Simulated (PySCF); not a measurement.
C₃H₃F₄, SMILES C([C](F)F)C(F)F (connectivity only; charge and spin as stated), charge +1, multiplicity 1.

Coordinates come from a PBE0-D3(BJ)/def2-SVP optimisation. The multiplicity is an assumed one; no other spin state was optimised. The isomer is the one that the SMILES or the coordinates give; other isomers of the formula were not compared. Other conformers were not sampled.

Vertical ionisation energy (IE) and electron affinity (EA) in eV. Rows of orbital energies are one-electron estimates. Where ΔSCF, EOM or ADC give a negative EA the extra electron is unbound and the value depends on the basis.

```csv
level,IE,EA
"−ε(HOMO), −ε(LUMO), B3LYP/def2-TZVP (PySCF)",?,?
"−ε(HOMO), −ε(LUMO), PBE/def2-TZVP (PySCF)",13.87,10.52
```

Q: Fill in the missing entries. (The exact figures need the calculation; the answer reports its results.)

A: 
- −ε(HOMO), −ε(LUMO), B3LYP/def2-TZVP (PySCF), IE: 15.32
- −ε(HOMO), −ε(LUMO), B3LYP/def2-TZVP (PySCF), EA: 9.92
